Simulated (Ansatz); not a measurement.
`[AlH2][B]([SiH3])O[SiH3]` and `C[SiH2][B]([AlH2])[SiH3]` differ in one atom or group.

Ansatz, PBE0-D4/def2-TZVP geometries, multiplicity 1. Each molecule was computed in one conformer, which needn't be the lowest.

| property | `[AlH2][B]([SiH3])O[SiH3]` |
| --- | --- |
| LUMO energy (B3LYP/def2-TZVPP) / eV | -1.82 |
| HOMO–LUMO gap (PBE/def2-TZVPP) / eV | 2.77 |
| HOMO energy (B3LYP/def2-TZVPP) / eV | -6.29 |
| size of the dipole moment (B3LYP/def2-TZVPP) / D | 2.38 |
| HOMO–LUMO gap (PBE0/def2-TZVPP) / eV | 4.79 |
| size of the dipole moment (ωB97M-V/def2-TZVPP) / D | 2.39 |

Task: Give the same properties after the change, and the shifts. (An estimate is asked.)

Result: The calculation gave: 
```csv
property,`C[SiH2][B]([AlH2])[SiH3]`,shift
LUMO energy (B3LYP/def2-TZVPP) / eV,-3.13,-1.31
HOMO–LUMO gap (PBE/def2-TZVPP) / eV,2.18,-0.59
HOMO energy (B3LYP/def2-TZVPP) / eV,-7.02,-0.73
size of the dipole moment (B3LYP/def2-TZVPP) / D,0.85,-1.53
HOMO–LUMO gap (PBE0/def2-TZVPP) / eV,4.18,-0.61
size of the dipole moment (ωB97M-V/def2-TZVPP) / D,0.82,-1.57
```

With PBE0 the HOMO falls by 0.74 eV and the LUMO falls by 1.35 eV, so the gap narrows by about 0.61 eV. PBE moves the HOMO by -0.70 eV and ωB97M-V by -0.76 eV. Dipoles are sizes alone; their direction can turn.

B3LYP here is the variant with VWN-RPA as its local correlation; programs differ in this.
